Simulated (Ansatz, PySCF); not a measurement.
Process, species as SMILES: N[Si](N)(N)Cl → N[Si](N)Cl + [NH2] (NH2) (the N-Si bond at the site shown breaks; other sites are not compared here)
Geometries: B3LYP-D3(BJ)/def2-TZVP minima from Ansatz (an electronic-structure program), one conformer each, not searched for the lowest.
Geometry of the first species:
SMILES: N[Si](N)(N)Cl
```xyz
11

N     -0.9994    -1.1121    -1.0915
Si     0.0764    -0.0184    -0.3508
N     -0.1028     1.5337    -1.0298
N      1.6812    -0.5599    -0.5356
Cl    -0.3703     0.0886     1.7002
H     -1.9472    -1.2293    -0.7727
H     -0.6320    -1.9476    -1.5160
H     -0.7972     1.6777    -1.7443
H      0.0884     2.3723    -0.5066
H      2.1056    -1.2047     0.1108
H      2.3560     0.0515    -0.9648
```

Wanted: bond dissociation energy (enthalpy at 298 K, with B3LYP-D3(BJ) rigid-rotor harmonic-oscillator terms from PySCF), in eV. Cores are frozen in the correlated levels unless marked. UHF or UKS for open shells. Spin-orbit coupling is left out. Non-relativistic. CBS marks a two-point X^-3 extrapolation of the correlation energy; Hartree-Fock from the larger set.

| level | program | bond dissociation energy (eV) |
|---|---|---|
| HF/6-31G | Ansatz | 3.38 |
| HF/aug-cc-pV(T+d)Z | Ansatz | 3.56 |

Q: Predict the CCSD(T)/CBS(aug-cc-pV(T+d)Z,aug-cc-pV(Q+d)Z) result (Ansatz).

A: 4.87 eV, so HF/aug-cc-pV(T+d)Z differs from it by -1.31 eV.
